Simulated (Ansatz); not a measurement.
`[F][Sn][N]([SiH3])[SiH3]`, one more setting.

```yaml
crystal:
  periodic: [false, false, false]
  atoms:
    - {symbol: F, position_ang: [-0.918384, 2.888032, -0.133568]}
    - {symbol: Sn, position_ang: [-1.359886, 1.730745, 1.496629]}
    - {symbol: N, position_ang: [-0.235594, 0.133373, 0.356522]}
    - {symbol: Si, position_ang: [-0.122320, -1.337682, 0.974892]}
    - {symbol: Si, position_ang: [0.502893, 0.709060, -1.270622]}
    - {symbol: H, position_ang: [-0.649927, -2.486873, -0.056940]}
    - {symbol: H, position_ang: [1.242934, -1.891257, 1.212618]}
    - {symbol: H, position_ang: [-0.894297, -1.415960, 2.412998]}
    - {symbol: H, position_ang: [1.490292, 1.573947, -0.999347]}
    - {symbol: H, position_ang: [-0.420029, 0.909852, -2.194467]}
    - {symbol: H, position_ang: [1.273179, -0.767953, -1.645795]}
basis:
  gaussian: {orbitals: def2-SVPD}
hamiltonian: {xc: {name: wB97}}
output: {forces: true}
```

```sh
$ ansatz run in.yaml --threads 4 --pin off --events-out ev --progress --plain --max-ram 11315MiB
```

It prints (some lines left out):

```
Functional definition: wB97
1553 factors; their error is unknown
811 factors; integrals over basis functions are off by at most 3.3e-5 eV
mean field evaluation 1: about -25875.8575 eV, gradient 6.1e1 eV
mean field evaluation 2: about -25867.2358 eV, gradient 9.0e1 eV
mean field evaluation 4: about -25883.7227 eV, gradient 2.2e0 eV
mean field evaluation 8: about -25883.7305 eV, gradient 6.1e-2 eV
mean field evaluation 16: about -25883.6962 eV, gradient 6.1e-5 eV
mean field -25883.69624398 eV, -951.2082923669 hartree, gradient 6.1e-5 eV, S^2 0.000000; 0 other end points of the search recorded, 0 dependent functions left out
reference -25883.69622968 eV, -951.2082918414 hartree; 36, 36 occupied and 135, 135 virtual orbitals, 1553 factors
Total energy: -25883.69622968 eV, -951.2082918414 hartree
Atom 0 at    -0.918384     2.888032    -0.133568 Å, force    -0.210564    -0.335680     0.663078 eV/Å
Atom 1 at    -1.359886     1.730745     1.496629 Å, force     1.458459    -1.276529    -2.048660 eV/Å
Atom 2 at    -0.235594     0.133373     0.356522 Å, force    -1.079519     6.739914    -1.741492 eV/Å
Atom 3 at    -0.122320    -1.337682     0.974892 Å, force    -0.649080    -5.828953     1.521055 eV/Å
Atom 4 at     0.502893     0.709060    -1.270622 Å, force     0.839195    -6.604608     4.002530 eV/Å
Atom 5 at    -0.649927    -2.486873    -0.056940 Å, force     0.154941     1.163430     1.233850 eV/Å
Atom 6 at     1.242934    -1.891257     1.212618 Å, force     0.231902     0.213406     0.253283 eV/Å
Atom 7 at    -0.894297    -1.415960     2.412998 Å, force     0.637915     0.108827    -1.505725 eV/Å
Atom 8 at     1.490292     1.573947    -0.999347 Å, force     2.498924     2.688569     0.425800 eV/Å
Atom 9 at    -0.420029     0.909852    -2.194467 Å, force    -2.936643     1.038217    -3.014031 eV/Å
Atom 10 at     1.273179    -0.767953    -1.645795 Å, force    -0.945529     2.093407     0.210312 eV/Å
Dipole moment:    -0.405008     0.529924     0.552119 e Å
```

It took 9 s on 4 threads of an Arm Neoverse V1 on a shared host, with 0.5 GiB of host memory at the peak.
